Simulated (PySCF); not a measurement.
AlClH2O2, SMILES [OH][Al]([Cl])[OH]. Atoms are numbered in the order given.

```xyz
6

Al     0.0011     0.4154     0.0000
Cl    -0.0328    -1.6739     0.0000
O     -1.4818     1.2206     0.0000
H     -1.5792     2.1739     0.0000
O      1.4556     1.2783     0.0000
H      2.3321     0.8913     0.0000
```
Charge 0, spin multiplicity 1.

Geometry: PBE0-D3(BJ)/def2-SVP. One conformer was computed; it need not be the lowest.

The numbers are results of TDDFT-M06-2X/def2-SVPD in PySCF 2.14.0, not measurements.

Vertical excitations. The molecule is in vacuum. State labels are in the subgroup Cs.

```json
[
 {"state": "S1", "symmetry": "A'", "energy (eV)": "7.29", "λ (nm)": "170", "f": "0.033", "main pairs": "HOMO→LUMO 87 %"},
 {"state": "S2", "symmetry": "A\"", "energy (eV)": "7.33", "λ (nm)": "169", "f": "0.002", "main pairs": "HOMO−1→LUMO 80 %"},
 {"state": "S3", "symmetry": "A\"", "energy (eV)": "7.39", "λ (nm)": "168", "f": "0.000", "main pairs": "HOMO−2→LUMO 82 %"},
 {"state": "S4", "symmetry": "A\"", "energy (eV)": "8.17", "λ (nm)": "152", "f": "0.003", "main pairs": "HOMO→LUMO+1 94 %"},
 {"state": "S5", "symmetry": "A'", "energy (eV)": "8.17", "λ (nm)": "152", "f": "0.058", "main pairs": "HOMO−3→LUMO 72 %"},
 {"state": "S6", "symmetry": "A'", "energy (eV)": "8.19", "λ (nm)": "151", "f": "0.051", "main pairs": "HOMO−5→LUMO 75 %"},
 {"state": "S7", "symmetry": "A\"", "energy (eV)": "8.33", "λ (nm)": "149", "f": "0.182", "main pairs": "HOMO−4→LUMO 75 %"},
 {"state": "S8", "symmetry": "A'", "energy (eV)": "8.71", "λ (nm)": "142", "f": "0.103", "main pairs": "HOMO−1→LUMO+1 77 %"},
 {"state": "S9", "symmetry": "A'", "energy (eV)": "9.06", "λ (nm)": "137", "f": "0.110", "main pairs": "HOMO−2→LUMO+1 82 %"},
 {"state": "S10", "symmetry": "A\"", "energy (eV)": "9.06", "λ (nm)": "137", "f": "0.000", "main pairs": "HOMO−3→LUMO+1 89 %"},
 {"state": "T1", "symmetry": "A'", "energy (eV)": "7.03", "λ (nm)": "176", "f": "0", "main pairs": "HOMO→LUMO 82 %"},
 {"state": "T2", "symmetry": "A\"", "energy (eV)": "7.06", "λ (nm)": "176", "f": "0", "main pairs": "HOMO−2→LUMO 58 %, HOMO−1→LUMO 22 %"},
 {"state": "T3", "symmetry": "A\"", "energy (eV)": "7.09", "λ (nm)": "175", "f": "0", "main pairs": "HOMO−1→LUMO 55 %, HOMO−2→LUMO 23 %"},
 {"state": "T4", "symmetry": "A\"", "energy (eV)": "7.65", "λ (nm)": "162", "f": "0", "main pairs": "HOMO−4→LUMO 67 %"}
]
```
Triplets are in the Tamm–Dancoff approximation, which puts them higher than full response would, so one can lie above its singlet here.
